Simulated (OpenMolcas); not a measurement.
**4f⁹ along the 63-electron sequence**

- Program: OpenMolcas
- Method: MS-CASPT2, IPEA 0.25 Eh, imaginary shift 0.1 Eh
- Basis: ANO-R3
- Scalar Hamiltonian: X2C, finite nucleus
- Spin-orbit coupling: RASSI with atomic mean-field integrals over the reference wave functions, term energies averaged over their components

Active space for each ion: 9 electrons in 7 orbitals (4f); closed shells correlated by CASPT2: 5s 5p.

Computed levels in cm-1 above ⁶H°_15/2:

| Level | Tb2+ | Dy3+ | Ho4+ |
| --- | --- | --- | --- |
| ⁶H°_13/2 | 2970 | 3590 | 4300 |
| ⁶H°_11/2 | 5030 | 6050 | 7170 |
| ⁶F°_11/2 | 6630 | 7910 | 9110 |
| ⁶H°_9/2 | 6650 | 7990 | 9460 |
| ⁶F°_9/2 | 7800 | 9270 | 10610 |
| ⁶H°_7/2 | 7910 | 9510 | 11260 |
| ⁶H°_5/2 | 8870 | 10670 | 12620 |
| ⁶F°_7/2 | 9420 | 11250 | 13000 |
| ⁶F°_5/2 | 10600 | 12680 | 14700 |
| weight of ⁶H° in the lowest level (%) | 94 | 94 | 93 |

Measured, with the error of the calculation in %. Measured levels: Tb2+ from Martin, Zalubas and Hagan, Atomic Energy Levels: The Rare-Earth Elements, NSRDS-NBS 60 (1978).

| Level | Tb2+ |
| --- | --- |
| ⁶H°_13/2 | 2805 (+5.7) |
| ⁶H°_11/2 | 4735 (+6.2) |
| ⁶F°_11/2 | 6470 (+2.4) |
| ⁶H°_9/2 | 6258 (+6.2) |
| ⁶F°_9/2 | 7622 (+2.4) |
| ⁶H°_7/2 | 7422 (+6.6) |
| ⁶H°_5/2 | 8286 (+7.1) |
| ⁶F°_5/2 | 10220 (+3.7) |

The fine-structure level ⁶H°_5/2 changes by a factor of 1.42 from Tb2+ to Ho4+. Its fourth root runs 9.70, 10.16, 10.60, with steps per unit of Z of 0.46, 0.44; equal steps would mean a (Z - σ)^4 law with constant σ.

⁶F°_11/2 changes by a factor of 1.37 over the same range, with steps per unit of Z of +1280, +1200 cm-1.

Term energies are means over components that CASPT2 splits; among the terms shown or strongly mixed into the levels shown the widest spread is 320 cm-1 (4f⁹ ⁶H°, Tb2+). Blocks of more than 70 roots (2S+1 = 4 odd, 2 odd) ran without multistate coupling. High states are left out of the spin-orbit mixing, which shifts the levels that they would mix with. Computed and measured levels are paired by configuration, term and J; levels that our copy of the source lacks, or whose pairing is in doubt (as where it misses far off the trend of its configuration), stay unpaired and out of the deviations. Levels of configurations outside the active space are missing.

° marks odd parity.
